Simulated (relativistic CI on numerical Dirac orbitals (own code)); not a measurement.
# Judd-Ofelt analysis for Dy⁴⁺

Method of calculation: Dirac-Coulomb-Breit CI, KLI orbitals optimised for each configuration, model QED, valence Slater integrals scaled by 0.8 (own radial code, finite nucleus).

Configuration 4f⁸ alone, in intermediate coupling. Take Ω₂ = 2.31, Ω₄ = 1.26, Ω₆ = 2.87 (10⁻²⁰ cm²) and refractive index n = 1.45 as given. A_ED = 64π⁴e²ν³ n(n² + 2)²/[27h(2J + 1)] Σ Ω_λ |U^λ|², in Gaussian units with ν in cm⁻¹, and A_MD is n³ times the free-ion magnetic-dipole rate; a dash marks a rate that is forbidden or under 2 % of the level's free-ion decay.

Emitting level ⁵D4 at 19425 cm⁻¹ (radiative decay alone: multiphonon quenching in a host is left out, and the level can lie too high or too low):

| To | ν (cm⁻¹) | U² squared | U⁴ squared | U⁶ squared | Free-ion A(M1) (s⁻¹) |
| --- | --- | --- | --- | --- | --- |
| ⁷F6 | 19425 | 0.0010 | 0.0026 | 0.0031 | - |
| ⁷F5 | 16889 | 0.0257 | 0.0018 | 0.0050 | 18.5 |
| ⁷F4 | 15484 | 0.0004 | 0.0034 | 0.0028 | - |
| ⁷F3 | 14303 | 0.0051 | 0.0010 | 0.0013 | 2.45 |
| ⁷F2 | 13492 | 0.0025 | 0.0008 | 0.0003 | - |
| ⁷F1 | 12940 | 0.0000 | 0.0052 | 0.0000 | - |
| ⁷F0 | 12674 | 0.0000 | 0.0035 | 0.0000 | - |

Question: Give the rates, branching ratios and the radiative lifetime.

Answer: The rates are:

| To | λ (nm) | A_ED (s⁻¹) | A_MD (s⁻¹) | β (%) |
| --- | --- | --- | --- | --- |
| ⁷F6 | 515 | 23.1 | 0 | 11.7 |
| ⁷F5 | 592 | 80.1 | 56.3 | 69.1 |
| ⁷F4 | 646 | 10.8 | 0 | 5.4 |
| ⁷F3 | 699 | 10.7 | 7.48 | 9.2 |
| ⁷F2 | 741 | 3.99 | 0 | 2.0 |
| ⁷F1 | 773 | 3.07 | 0 | 1.6 |
| ⁷F0 | 789 | 1.95 | 0 | 1.0 |

τ_rad = 5.06e-03 s. Computed level positions enter as ν³, so measured ones would change the rates. For the strongest line (592 nm) and an assumed effective width Δλ = 11 nm (300 cm⁻¹), the Füchtbauer-Ladenburg formula σ = λ⁴A/(8πcn²Δλ) gives a peak emission cross-section of 0.1 × 10⁻²⁰ cm².
